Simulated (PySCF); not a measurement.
Electric field gradients and quadrupole coupling constants

Species: C2H5NOSi.
Cartesian coordinates in Å at the PBE0-D3(BJ)/def2-SVP level; atoms count from 1:
```xyz
10
C2H5NOSi angstrom
C     -1.0481   -0.9330    0.1090
O     -0.2607   -0.0833   -0.6881
Si     1.0349    0.7813   -0.1515
C      2.3098   -0.4113    0.5108
N      3.0700   -1.1855    0.9202
H     -1.5087   -0.3912    0.9543
H     -1.8534   -1.3451   -0.5155
H     -0.4575   -1.7738    0.5131
H      0.6924    1.6930    0.9756
H      1.6269    1.4977   -1.3032
```

Field gradients from the PBE0/pcSseg-1 density (PySCF, non-relativistic), principal values in atomic units, ordered |Vxx| ≤ |Vyy| ≤ |Vzz|:

| atom | Vxx | Vyy | Vzz |
| --- | --- | --- | --- |
| O2 | -0.4733 | -1.2468 | 1.7200 |
| N5 | 0.5397 | 0.6095 | -1.1491 |

**Question.** Find the asymmetry η = (Vxx − Vyy)/Vzz and the couplings χ = eQV/h (234.96 MHz × Q in barn × V in au), with Q(17O) = −0.0256 b, Q(14N) = 0.02044 b.

**Answer.** 
```
atom         environment  nucleus     η  χzz (MHz)  χxx (MHz)  χyy (MHz)
  O2  silyl ether oxygen      17O  0.45     -10.35       2.85       7.50
  N5      cyano nitrogen      14N  0.06      -5.52       2.59       2.93
```

**Question.** What is Vzz at N5 in SI units (1 au = 9.71736 × 10²¹ V/m²)?

**Answer.** -1.1491 au = -11.167 × 10²¹ V/m².

**Question.** And the gradient at the other heavy atoms, for which no coupling is worked out here?

**Answer.** 
```csv
atom,environment,Vzz (au),η
C1,methoxy carbon,0.439,0.07
Si3,oxygen-bound silicon,0.491,0.97
C4,cyano carbon,-0.459,0.01
```

**Question.** What couplings would deuterons (Q(2H) = 0.00286 b) have in place of the hydrogens, at this geometry?

**Answer.** 
```csv
atom,bonded to,bond length (Å),Vzz (au),η,χzz (kHz)
H6,C1,1.105,0.2752,0.09,185
H7,C1,1.099,0.2853,0.08,192
H8,C1,1.104,0.2737,0.09,184
H9,Si3,1.490,0.1368,0.02,92
H10,Si3,1.480,0.1432,0.02,96
```

Isolated species at its PBE0-D3(BJ)/def2-SVP geometry (one conformer only). With so small a basis the couplings can be 20 % off.
